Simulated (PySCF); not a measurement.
C6H7PS.
SMILES with atom numbers: `[CH:1]#[C:2][CH2:3][P@@H:4](=[S:5])[C:6]#[C:7][CH3:8]` (hydrogens: H9 on C1; H10, H11 on C3; H12 on P4; H13, H14, H15 on C8)

Computed with PySCF, B3LYP/def2-SV(P) geometry optimisation, gas phase.

(1) Give the optimised bond lengths and angles.

Results:

(1) 
| bond | length (Å) |
| --- | --- |
| C1≡C2 | 1.212 |
| C2–C3 | 1.454 |
| C3–P4 | 1.871 |
| P4=S5 | 1.950 |
| P4–C6 | 1.765 |
| C6≡C7 | 1.217 |
| C7–C8 | 1.457 |
| C1–H9 | 1.075 |
| C3–H10 | 1.105 |
| C3–H11 | 1.105 |
| P4–H12 | 1.426 |
| C8–H13, C8–H14, C8–H15 | 1.105 |

Bonds in one row agree within 0.01 Å and their mean is given. A selection of angles:
| angle | degrees |
| --- | --- |
| C2–C1–H9 | 179.3 |
| C1–C2–C3 | 177.9 |
| C2–C3–P4 | 113.9 |
| C2–C3–H10 | 112.1 |
| C2–C3–H11 | 112.3 |
| P4–C3–H10 | 104.9 |
| P4–C3–H11 | 105.9 |
| H10–C3–H11 | 107.1 |
| C3–P4–S5 | 114.3 |
| C3–P4–C6 | 104.2 |
| C3–P4–H12 | 100.9 |
| S5–P4–C6 | 117.0 |
| S5–P4–H12 | 116.6 |
| C6–P4–H12 | 101.6 |
| P4–C6–C7 | 175.7 |
| C6–C7–C8 | 180.0 |
| C7–C8–H13 | 110.9 |
| H13–C8–H14 | 108.0 |

Dihedral angles: C2–C3–P4–S5 171° (antiperiplanar).

The 4 C–C bonds span 1.212 Å (C1≡C2, drawn triple) to 1.457 Å (C7–C8, drawn single), a spread of 0.245 Å. P4 (phosphorus bonded to 2 C, S and H) is distorted tetrahedral (angles from 100.9° to 117.0°). The C–P distances run from 1.765 Å (P4–C6, drawn single) to 1.871 Å (C3–P4, drawn single), a spread of 0.106 Å.

Point group: C1 (no symmetry element, even within 0.4 Å). Whether it is a minimum is left open (no frequencies). One conformer, not necessarily the lowest.
